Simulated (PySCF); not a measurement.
Compound: C3H11N3OSi3.
Numbering: `[CH2:1]=[CH:2][Si@@H:3]1[NH:4][SiH2:5][NH:6][SiH2:7][N:8]1[CH:9]=[O:10]`

NICS = −σ at a ghost point: NICS(0) at the centroid of the ring atoms, NICS(1) 1 Å to either side along the normal of their mean plane, zz for the tensor component along that normal. Level: GIAO PBE0/pcSseg-1 (PySCF, non-relativistic, gas phase) on the GFN2-xTB geometry, one conformer.

Ring bond lengths (Å), with Mayer bond orders in brackets: Si3–N4 1.722 (0.99), N4–Si5 1.735 (0.92), Si5–N6 1.724 (0.96), N6–Si7 1.734 (0.92), Si7–N8 1.765 (0.78), N8–Si3 1.746 (0.79).

Problem. Give the NICS values of each ring in ppm.

Solution. 
```json
{"ring": "Si3–N4–Si5–N6–Si7–N8", "type": "6-membered ring with 3 N and 3 Si; formal bonds all single", "NICS(0)": "-2.7", "NICS(1), two faces": "-0.9 / -1.2", "NICS(1)zz, two faces": "4.5 / 3.6", "rms pucker (Å)": "0.19", "centre to ring atoms, mean (Å)": "1.70"}
```

Problem. What can be read from them?

Solution. 
- Si3–N4–Si5–N6–Si7–N8: mean NICS(1)zz 4.0 ppm, deshielded. Si3, Si5, Si7 have four or more neighbours; no verdict on aromaticity is drawn.

Problem. How shielded are the nuclei of the rings and their hydrogens (means over atoms taken as equivalent)?

Solution. 
```
   atoms                      environment  σ isotropic (ppm)
     Si3                      SiH silicon              375.8
      N4  nitrogen bridging silicon atoms              242.9
     Si5                     SiH2 silicon              383.0
      N6  nitrogen bridging silicon atoms              250.0
     Si7                     SiH2 silicon              393.0
      N8                   amide nitrogen              127.7
H on Si3                    Si–H hydrogen              26.05
 H on N4                     N–H hydrogen              31.94
H on Si5                    Si–H hydrogen              26.18
H on Si5                    Si–H hydrogen              26.19
 H on N6                     N–H hydrogen              32.32
H on Si7                    Si–H hydrogen              26.25
H on Si7                    Si–H hydrogen              26.14
```
